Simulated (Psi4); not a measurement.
Cl2O2W (SMILES [O]=[W](=[O])([Cl])[Cl]), singlet, at a GFN2-xTB geometry (such geometries of metal compounds can be far from the true shape) (core potentials on W); B3LYP/def2-SVP in Psi4 1.11.

Psi4 was given this input:
```
memory 2 GB

molecule {
0 1
W     0.22070827   -0.04383696    0.07248437
O     1.42106711   -0.59757683   -0.95677366
O     0.71530292    0.17325209    1.65839413
Cl   -0.53569036    1.84374011   -0.68801677
Cl   -1.43039034   -1.45323815    0.04232223
}

set {
  basis def2-svp
  scf_type pk
  puream true
  d_convergence 1e-8
  dft_radial_points 99
  dft_spherical_points 590
}

energy('b3lyp')
print_variables()
```

### Question
Write the output that Psi4 gives for this input, abridged.

### Answer

```
   => Loading Basis Set <=

    Name: DEF2-SVP
    Role: ORBITAL
    Keyword: BASIS

    !!!  WARNING: ECP capability is in beta. Please check occupations closely.  !!!

         ---------------------------------------------------------
                                   SCF
               by Justin Turney, Rob Parrish, Andy Simmonett
                          and Daniel G. A. Smith
                              RKS Reference
         ---------------------------------------------------------

  ==> Geometry <==

    Molecular point group: c1
    Full point group: C1

    Geometry (in Angstrom), charge = 0, multiplicity = 1:

       Center              X                  Y                   Z               Mass
    ------------   -----------------  -----------------  -----------------  -----------------
         W            0.199654002818    -0.039655175707     0.065569789704   183.950930920000
         O            1.400012842818    -0.593395045707    -0.963688240296    15.994914619570
         O            0.694248652818     0.177433874293     1.651479549704    15.994914619570
         CL          -0.556744627182     1.847921894293    -0.694931350296    34.968852682000
         CL          -1.451444607182    -1.449056365707     0.035407649704    34.968852682000

  Running in c1 symmetry.

  Rotational constants: A =      0.08735  B =      0.06090  C =      0.04916 [cm^-1]
  Rotational constants: A =   2618.74155  B =   1825.72566  C =   1473.69350 [MHz]
  Nuclear repulsion =  334.248301029773302

  Charge       = 0
  Multiplicity = 1
  Electrons    = 64
  Nalpha       = 32
  Nbeta        = 32

  ==> Algorithm <==

  SCF Algorithm Type is PK.
  DIIS enabled.
  MOM disabled.
  Fractional occupation disabled.
  Guess Type is SAD.
  Energy threshold   = 1.00e-06
  Density threshold  = 1.00e-08
  Integral threshold = 1.00e-12

  ==> Primary Basis <==

  Basis Set: DEF2-SVP
    Blend: DEF2-SVP
    Number of shells: 40
    Number of basis functions: 96
    Number of Cartesian functions: 105
    Spherical Harmonics?: true
    Max angular momentum: 3

  Core potential: DEF2-SVP
    Number of shells: 4
    Number of ECP primitives: 10
    Number of ECP core electrons: 60
    Max angular momentum: 3

  ==> DFT Potential <==

   => LibXC <=

    Version 7.1.2
    S. Lehtola, C. Steigemann, M. J. T. Oliveira, and M. A. L. Marques,  SoftwareX 7, 1–5 (2018) (10.1016/j.softx.2017.11.002)

   => Composite Functional: B3LYP <=

    B3LYP Hyb-GGA Exchange-Correlation Functional

    P. J. Stephens, F. J. Devlin, C. F. Chabalowski, and M. J. Frisch,  J. Phys. Chem. 98, 11623 (1994) (10.1021/j100096a001)

    Deriv               =              1
    GGA                 =           TRUE
    Meta                =          FALSE

    Exchange Hybrid     =           TRUE
    MP2 Hybrid          =          FALSE

   => Exchange Functionals <=

    0.0800   Slater exchange
    0.7200         Becke 88

   => Exact (HF) Exchange <=

    0.2000               HF

   => Correlation Functionals <=

    0.1900   Vosko, Wilk & Nusair (VWN5_RPA)
    0.8100   Lee, Yang & Parr

   => LibXC Density Thresholds  <==

    XC_HYB_GGA_XC_B3LYP:  1.00E-15

   => Molecular Quadrature <=

    Radial Scheme          =       TREUTLER
    Pruning Scheme         =           NONE
    Nuclear Scheme         =       TREUTLER

    Blocking Scheme        =         OCTREE
    BS radius alpha        =              1
    Pruning alpha          =              1
    Radial Points          =             99
    Spherical Points       =            590
    Total Points           =         280074
    Total Blocks           =           2166
    Max Points             =            256
    Max Functions          =             92
    Weights Tolerance      =       1.00E-15

  ==> Integral Setup <==

  Using in-core PK algorithm.
   Calculation information:
      Number of atoms:                   5
      Number of AO shells:              40
      Number of primitives:             79
[...]
  Whereas there are 336610 unique shell quartets.

  ==> DiskJK: Disk-Based J/K Matrices <==

    J tasked:                  Yes
    K tasked:                  Yes
    wK tasked:                  No
    Schwarz Cutoff:          1E-12

  Minimum eigenvalue in the overlap matrix is 8.0474086795E-03.
  Reciprocal condition number of the overlap matrix is 1.9267021457E-03.
    Using symmetric orthogonalization.

  ==> Pre-Iterations <==

  SCF Guess: Superposition of Atomic Densities via on-the-fly atomic UHF (no occupation information).

   -------------------------
    Irrep   Nso     Nmo
   -------------------------
     A         96      96
   -------------------------
    Total      96      96
   -------------------------

  ==> Iterations <==

                        Total Energy        Delta E     RMS |[F,P]|

   @RKS iter SAD: -1136.84415527463170   -1.13684e+03   0.00000e+00
   @RKS iter   1: -1136.92770772288645   -8.35524e-02   1.48326e-02 ADIIS/DIIS
   @RKS iter   2: -1126.60527129571983    1.03224e+01   4.43131e-02 ADIIS/DIIS
   @RKS iter   3: -1137.60570633190059   -1.10004e+01   6.80407e-03 ADIIS/DIIS
   @RKS iter   4: -1137.73475105533635   -1.29045e-01   3.03110e-03 ADIIS/DIIS
   @RKS iter   5: -1137.77492215408461   -4.01711e-02   9.92252e-04 ADIIS/DIIS
   @RKS iter   6: -1137.77714482225201   -2.22267e-03   6.70956e-04 ADIIS/DIIS
   @RKS iter   7: -1137.77783495351537   -6.90131e-04   5.07957e-04 ADIIS/DIIS
   @RKS iter   8: -1137.77875936717987   -9.24414e-04   4.96101e-05 DIIS
   @RKS iter   9: -1137.77877058066179   -1.12135e-05   1.28749e-05 DIIS
   @RKS iter  10: -1137.77877123300095   -6.52339e-07   2.61317e-06 DIIS
   @RKS iter  11: -1137.77877126266503   -2.96641e-08   1.19519e-06 DIIS
   @RKS iter  12: -1137.77877126935437   -6.68933e-09   1.59620e-07 DIIS
   @RKS iter  13: -1137.77877126947692   -1.22554e-10   2.72399e-08 DIIS
   @RKS iter  14: -1137.77877126947942   -2.50111e-12   4.45563e-09 DIIS
  Energy and wave function converged.

  ==> Post-Iterations <==

   Electrons on quadrature grid:
      Ntotal   =   63.9999981881 ; deviation = -1.812e-06

    Orbital Energies [Eh]
    ---------------------

    Doubly Occupied:

[...]
    Virtual:

[...]
      96A    574.328618

    Final Occupation by Irrep:
              A
    DOCC [    32 ]
    NA   [    32 ]
    NB   [    32 ]

  @RKS Final Energy: -1137.77877126947942

   => Energetics <=

    Nuclear Repulsion Energy =            334.2483010297733017
    One-Electron Energy =               -2255.4348151656645314
    Two-Electron Energy =                 849.1047450201565425
    DFT Exchange-Correlation Energy =     -65.6970021537446911
    Empirical Dispersion Energy =           0.0000000000000000
    VV10 Nonlocal Energy =                  0.0000000000000000
    Total Energy =                      -1137.7787712694794209

Computation Completed

Properties will be evaluated at   0.000000,   0.000000,   0.000000 [a0]

Properties computed using the SCF density matrix

 Multipole Moments:

 ------------------------------------------------------------------------------------
     Multipole            Electronic (a.u.)      Nuclear  (a.u.)        Total (a.u.)
 ------------------------------------------------------------------------------------

 L = 1.  Multiply by 2.5417464519 to convert [e a0] to [Debye]
 Dipole X            :         26.8768481          -27.5710456           -0.6941974
 Dipole Y            :         -5.3382658            5.4761469            0.1378811
 Dipole Z            :          8.8268165           -9.0548030           -0.2279865
 Magnitude           :                                                    0.7435718

 ------------------------------------------------------------------------------------

  Variable Map:
  ----------------------------------------------------------------------------
[...]
  Array Variable Map:
  ----------------------------------------------------------------------------
[...]
[...]
```
